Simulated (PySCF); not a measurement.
ZrOF2, SMILES [O]=[Zr]([F])[F], multiplicity 1. Atoms are numbered in the order given.

```xyz
4

Zr    -0.1707     0.0332     0.0000
O      0.2907     1.7204     0.0000
F      0.2501    -0.8385     1.6883
F      0.2501    -0.8385    -1.6883
```

The structure is a stationary point at B3LYP-D3(BJ)/def2-TZVP. The spin state was assumed, not searched. The def2 effective core potentials stand for the cores of Zr; spin–orbit coupling is left out.

Method: CAM-B3LYP/def2-TZVPD (PySCF).

Symmetry labels are those of the subgroup Cs that the program uses (full group Cs).

Computed valence orbital energies around the gap with their symmetry:
```json
[
 {"orbital": "HOMO−7", "symmetry": "A\"", "energy (eV)": "-13.98"},
 {"orbital": "HOMO−6", "symmetry": "A\"", "energy (eV)": "-13.57"},
 {"orbital": "HOMO−5", "symmetry": "A'", "energy (eV)": "-13.42"},
 {"orbital": "HOMO−4", "symmetry": "A'", "energy (eV)": "-13.32"},
 {"orbital": "HOMO−3", "symmetry": "A\"", "energy (eV)": "-13.00"},
 {"orbital": "HOMO−2", "symmetry": "A'", "energy (eV)": "-10.79"},
 {"orbital": "HOMO−1", "symmetry": "A'", "energy (eV)": "-10.52"},
 {"orbital": "HOMO", "symmetry": "A\"", "energy (eV)": "-10.38"},
 {"orbital": "LUMO", "symmetry": "A'", "energy (eV)": "-2.52"},
 {"orbital": "LUMO+1", "symmetry": "A\"", "energy (eV)": "-0.65"},
 {"orbital": "LUMO+2", "symmetry": "A'", "energy (eV)": "-0.11"},
 {"orbital": "LUMO+3", "symmetry": "A'", "energy (eV)": "0.67"}
]
```
